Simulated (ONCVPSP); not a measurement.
# Ar: one change to an ONCV potential, before and after

Ar (Z = 18), optimised norm-conserving Vanderbilt (ONCV), made with ONCVPSP 4.0.1 (PBE, scalar-relativistic). Core [Ne], reference 3s2 3p6. Waves: 3s: rc 1.00 bohr, ncon 4, nbas 8, qcut 5.9 1/bohr, 2 projectors, debl 3.5 Ha; 3p: rc 1.40 bohr, ncon 4, nbas 7, qcut 6.8 1/bohr, 1 projector; d scattering state at 0.29 Ha: rc 1.25 bohr, ncon 4, nbas 7, qcut 9.2 1/bohr, 2 projectors, debl 3.4 Ha. Local part: polynomial inside 0.75 bohr (lpopt 1, dvloc0 0 Ha). Core correction: none.

Change: s: qcut 6.5; p: qcut 7.5; d: qcut 10.2.

Cutoffs: the cutoffs (Ha) at which the residual kinetic energy of the hardest occupied pseudo-wave falls to 1 and 0.1 mHa per electron; they do not see the model core or the augmentation charge, which bear on the density cutoff. Errors are all-electron minus pseudo energies relative to the spin-unpolarised reference configuration.

Q: What does the change do?

A: The potential gets harder (33 Ha and 165 Ha → 48 Ha and 168 Ha); a bound ghost appears in s, which as a rule spoils a file; the errors of the 4 common tests hardly move.

```tsv
quantity	base	changed
cutoff, loose	33 Ha	48 Ha
cutoff, tight	165 Ha	168 Ha
loose cutoff by channel	s 33 Ha, p 13 Ha	s 48 Ha, p 16 Ha
bound ghosts	none	s
GHOST(+) flags under 300 eV	s at 157.0 eV	none
error for 3s2 3p5, meV [ΔE 16.06 eV]	+3.0	+2.7
error for 3s2 3p4, meV [ΔE 44.72 eV]	+23	+22
error for 3s2 3p3, meV [ΔE 87.30 eV]	+77	+74
error for 3s2 3p5.5, meV [ΔE 6.55 eV]	+0.2	+0.1
s: phases at 1.01 bohr within 0.05 rad from the reference energy up to (Ha; the scan ends near 5)	to the end of the scan	to the end of the scan
p: phases at 1.43 bohr within 0.05 rad from the reference energy up to (Ha; the scan ends near 5)	2.9	2.9
d: phases at 1.27 bohr within 0.05 rad from the reference energy up to (Ha; the scan ends near 5)	to the end of the scan	to the end of the scan
```

 A true bound ghost makes a file unfit for plane-wave use even where its test errors are small: the radial tests pick states by their node count and pass the ghost by.
